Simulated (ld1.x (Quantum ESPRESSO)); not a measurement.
**An all-electron radial function and its pseudo partner (Ti)**

Columns: radius, all-electron u(r) and pseudo u(r) of the 4p shell (level -1.56 eV) of titanium in the configuration [Ne] 3s2 3p6 3d2 4s2 4p0; BP86, scalar-relativistic, PAW scheme, ld1.x (Quantum ESPRESSO) 7.5.

```
r (bohr)  all-electron   pseudo
   0.130        0.1002  -0.0240
   0.260        0.0764  -0.0883
   0.390       -0.0243  -0.1722
   0.520       -0.1168  -0.2494
   0.650       -0.1722  -0.2971
   0.780       -0.1887  -0.3032
   0.910       -0.1745  -0.2686
   1.040       -0.1393  -0.2048
   1.170       -0.0916  -0.1281
   1.300       -0.0376  -0.0524
   1.430        0.0184   0.0150
   1.560        0.0738   0.0736
   1.690        0.1268   0.1268
   1.820        0.1765   0.1765
   1.950        0.2223   0.2223
   2.080        0.2641   0.2641
   2.210        0.3017   0.3017
   2.340        0.3354   0.3354
   2.470        0.3651   0.3651
   2.600        0.3911   0.3911
   2.730        0.4136   0.4136
   2.860        0.4327   0.4327
   2.990        0.4487   0.4487
   3.120        0.4616   0.4616
   3.250        0.4719   0.4719
   3.380        0.4797   0.4797
```

Task: How many radial nodes do the two functions have?

Result: The all-electron 4p function has n − l − 1 = 2; the pseudo-wave has 1, since 1 lower shell of the same l stays in the valence.

Task: At about which radius was the pseudo-wave matched?

Result: 1.70 bohr. The columns agree to 0.0005 from 1.56 bohr on; several derivatives are matched, so the curves merge somewhat inside the radius.

Task: Is the pseudo-wave norm-conserving?

Result: No, it belongs to a PAW set: the norm inside the radius is not constrained, and the difference is carried by the augmentation charge.
